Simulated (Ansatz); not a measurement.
Total energies of BrGaHO, SMILES `[OH][Ga][Br]` radical.

```json
{"atom": "O1", "x (Å)": "-1.049", "y (Å)": "0.262", "z (Å)": "0.165"}
{"atom": "Ga2", "x (Å)": "0.546", "y (Å)": "-0.085", "z (Å)": "-0.581"}
{"atom": "Br3", "x (Å)": "2.237", "y (Å)": "-0.687", "z (Å)": "0.878"}
{"atom": "H4", "x (Å)": "-1.733", "y (Å)": "0.510", "z (Å)": "-0.463"}
```

Total charge 0; spin multiplicity 2. Correlated methods include outer-core shells of Br, Ga, which these sets cover unevenly. Scalar relativity is left out up to krypton. All single points use the PBE0-D4/def2-TZVP geometry. It is one conformer, not always the lowest. Basis def2-TZVPP, the Gaussian-basis code of Ansatz.

RPA on PBE orbitals: Hartree–Fock energy of these orbitals -4571.15545 Eh, correlation -1.07803 Eh (frozen core).

| functional | energy without D4 (Eh) | D4 term (kJ/mol) |
| --- | --- | --- |
| LDA (SPW92) | -4567.80515 | – |
| PBE | -4574.17463 | -7.5 |
| revPBE | -4574.54494 | -17.8 |
| r2SCAN | -4574.86991 | -1.6 |
| PBE0 | -4574.29835 | -6.4 |
| r2SCANh | -4574.85292 | -1.7 |
| r2SCAN0 | -4574.82902 | -2.0 |
| HSE06 (plane-wave form) | -4574.29944 | -6.1 |
| CAM-B3LYP | -4575.14874 | -6.7 |
| LC-ωPBE | -4574.27270 | – |
| ωB97X-V | -4574.48365 | – |
| ωB97M-V | -4574.65936 | – |
| B2PLYP | -4574.13542 | – |
| PBE-QIDH | -4573.64047 | – |

Problem. Give the same for BLYP, B97M-V, B3LYP, BHLYP. (Best estimate.)

Solution. The calculation gave: 
```tsv
functional	energy without D4 (Eh)	D4 term (kJ/mol)
BLYP	-4575.01931	-16.0
B97M-V	-4574.06890	–
B3LYP	-4575.00793	-12.5
BHLYP	-4574.85787	-12.1
```

B3LYP takes the VWN-RPA correlation (the form of Gaussian; ORCA's B3LYP/G). HSE06 is the plane-wave form, built on full-range PBE exchange. The double hybrids freeze the cores in their second-order part.

LC-ωPBE has ω = 0.4 bohr⁻¹.
